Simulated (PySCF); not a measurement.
Compound: NiMe2, C₂H₆Ni (triplet state).
SMILES: `[CH3][Ni][CH3]`

Theory: PBE0-D3(BJ)/def2-SVP geometry optimisation, gas phase (PySCF).

Take the most abundant isotopes and a rigid rotor. 

Give the principal moments of inertia and the rotational constants in MHz.

Ia = 15.73, Ib = 114.14, Ic = 123.42 u·Å²; 505379 MHz·u·Å²/I gives A = 32124, B = 4428, C = 4095 MHz.

Classify the top.

A near-prolate asymmetric top; Ray's κ = -0.976.

What does the inertial defect say?

Not planar: Δ = Ic − Ia − Ib = -6.45 u·Å². For a rigid frame Δ = −2 Σ m c², so Σ m c² = 3.23 u·Å² lies off the ab plane, practically all of it from hydrogen. The atom farthest from that plane is 0.91 Å away.

Give the coordinates in the principal-axis frame, origin at the centre of mass.

The sense of each axis is arbitrary; atoms in the order of the calculation.
| atom | mass (u) | a (Å) | b (Å) | c (Å) |
| --- | --- | --- | --- | --- |
| Ni1 | 57.935 | 0.006 | -0.238 | 0.000 |
| C2 | 12.000 | 1.828 | 0.435 | 0.000 |
| H3 | 1.008 | 1.831 | 1.536 | -0.018 |
| H4 | 1.008 | 2.373 | 0.071 | -0.889 |
| H5 | 1.008 | 2.363 | 0.101 | 0.906 |
| C6 | 12.000 | -1.852 | 0.426 | 0.000 |
| H7 | 1.008 | -2.027 | 1.046 | 0.894 |
| H8 | 1.008 | -2.577 | -0.405 | -0.005 |
| H9 | 1.008 | -2.024 | 1.054 | -0.889 |

Where do the levels up to J = 5 lie, in MHz?

Above 0(0,0):
J = 1: 1(0,1) 8523, 1(1,1) 36219, 1(1,0) 36552
J = 2: 2(0,2) 25565, 2(1,2) 52932, 2(1,1) 53931, 2(2,1) 137020, 2(2,0) 137023
J = 3: 3(0,3) 51121, 3(1,3) 77999, 3(1,2) 79996, 3(2,2) 162588, 3(2,1) 162603, 3(3,1) 301905, 3(3,0) 301905
J = 4: 4(0,4) 85182, 4(1,4) 111418, 4(1,3) 114747, 4(2,3) 196677, 4(2,2) 196722, 4(3,2) 336002, 4(3,1) 336002, 4(4,1) 531038, 4(4,0) 531038
J = 5: 5(0,5) 127736, 5(1,5) 153186, 5(1,4) 158180, 5(2,4) 239284, 5(2,3) 239388, 5(3,3) 378626, 5(3,2) 378626, 5(4,2) 573658, 5(4,1) 573658, 5(5,1) 824419, 5(5,0) 824419

Predict some low-J microwave lines.

The dipole components are |μa| = 0.20 D, |μb| = 1.30 D, |μc| = 0.00 D; the mirror of this Cs structure is the ab plane, so μc vanishes by symmetry and there are no c-type lines. The squared components, which scale the intensities, stand as 0.02 : 1.00 (a : b). Some lines, for components of 0.1 D or more:

```json
{"type": "a", "branch": "Q", "J(Ka,Kc)": "4(1,3) ← 4(1,4)", "MHz": "3329", "lower level (cm⁻¹)": "3.716"}
{"type": "a", "branch": "R", "J(Ka,Kc)": "2(1,1) ← 1(1,0)", "MHz": "17378", "lower level (cm⁻¹)": "1.219"}
{"type": "a", "branch": "R", "J(Ka,Kc)": "3(0,3) ← 2(0,2)", "MHz": "25556", "lower level (cm⁻¹)": "0.853"}
{"type": "a", "branch": "R", "J(Ka,Kc)": "4(3,1) ← 3(3,0)", "MHz": "34097", "lower level (cm⁻¹)": "10.070"}
{"type": "a", "branch": "R", "J(Ka,Kc)": "4(1,3) ← 3(1,2)", "MHz": "34751", "lower level (cm⁻¹)": "2.668"}
{"type": "a", "branch": "R", "J(Ka,Kc)": "5(2,4) ← 4(2,3)", "MHz": "42607", "lower level (cm⁻¹)": "6.560"}
{"type": "a", "branch": "R", "J(Ka,Kc)": "5(4,2) ← 4(4,1)", "MHz": "42620", "lower level (cm⁻¹)": "17.714"}
{"type": "a", "branch": "R", "J(Ka,Kc)": "5(3,3) ← 4(3,2)", "MHz": "42624", "lower level (cm⁻¹)": "11.208"}
{"type": "b", "branch": "R", "J(Ka,Kc)": "3(1,3) ← 2(0,2)", "MHz": "52433", "lower level (cm⁻¹)": "0.853"}
{"type": "b", "branch": "R", "J(Ka,Kc)": "5(1,5) ← 4(0,4)", "MHz": "68004", "lower level (cm⁻¹)": "2.841"}
{"type": "b", "branch": "Q", "J(Ka,Kc)": "3(2,1) ← 3(1,2)", "MHz": "82607", "lower level (cm⁻¹)": "2.668"}
{"type": "b", "branch": "Q", "J(Ka,Kc)": "2(2,1) ← 2(1,2)", "MHz": "84089", "lower level (cm⁻¹)": "1.766"}
{"type": "b", "branch": "Q", "J(Ka,Kc)": "4(2,3) ← 4(1,4)", "MHz": "85259", "lower level (cm⁻¹)": "3.716"}
{"type": "b", "branch": "R", "J(Ka,Kc)": "2(2,1) ← 1(1,0)", "MHz": "100468", "lower level (cm⁻¹)": "1.219"}
{"type": "b", "branch": "R", "J(Ka,Kc)": "4(2,2) ← 3(1,3)", "MHz": "118723", "lower level (cm⁻¹)": "2.602"}
{"type": "b", "branch": "Q", "J(Ka,Kc)": "3(3,1) ← 3(2,2)", "MHz": "139317", "lower level (cm⁻¹)": "5.423"}
{"type": "b", "branch": "Q", "J(Ka,Kc)": "5(4,2) ← 5(3,3)", "MHz": "195032", "lower level (cm⁻¹)": "12.630"}
{"type": "b", "branch": "R", "J(Ka,Kc)": "4(4,1) ← 3(3,0)", "MHz": "229133", "lower level (cm⁻¹)": "10.070"}
{"type": "b", "branch": "R", "J(Ka,Kc)": "5(4,2) ← 4(3,1)", "MHz": "237656", "lower level (cm⁻¹)": "11.208"}
```

Estimate the classical rotational partition function at 50 K, 200 K and 500 K.

Point group Cs, symmetry number σ = 1; q = (√π/σ)·√((kT/h)³/(ABC)), k/h = 20836.6 MHz/K: 2470 at 50 K, 19800 at 200 K, 78100 at 500 K.

For this open shell read J as N, the rotation without spin; fine and hyperfine splittings come on top. Whether it is a minimum is left open (no frequencies). ⟨S²⟩ = 2.006 (exact for a triplet: 2.00). Constants of a rigid frame at the computed geometry: no zero-point averaging, no centrifugal distortion. A rigid rotor knows nothing of internal rotation, which can split or shift real lines.

For an open-shell metal species like this, the optimisation's SCF solution wasn't tested for stability and no frequencies at its level were run, so a lower state or another shape may exist.
